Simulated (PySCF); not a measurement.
Al(OH)4 (AlH4O4), SMILES [OH][Al-]([OH])([OH])[OH], charge -1. Atoms are numbered in the order given.

```xyz
9

Al     0.0000     0.0000     0.0000
O     -1.5062    -0.2618    -0.9329
H     -1.6939    -1.1878    -1.1061
O     -0.2618     1.5062     0.9329
H     -1.1878     1.6939     1.1061
O      0.2618    -1.5062     0.9329
H      1.1878    -1.6939     1.1061
O      1.5062     0.2618    -0.9329
H      1.6939     1.1878    -1.1061
```
Charge -1, spin multiplicity 1.

Geometry optimised at B3LYP-D3(BJ)/def2-SVPD. The isomer is the one that the SMILES or the coordinates give; other isomers of the formula were not compared. Other conformers were not sampled.

Computed with PySCF with B3LYP/def2-SVPD.

Isolated molecule, no solvent.

total energy: -545.77034 hartree
point group: S4
highest occupied level: -2.85 eV
lowest empty level: 3.44 eV
orbital gap: 6.28 eV
dipole moment about the centre of nuclear charge: 0.00 D
mean static polarisability: 51.8 bohr³ (7.68 Å³)
polarisability, principal values: 51.0, 52.2, 52.2 bohr³
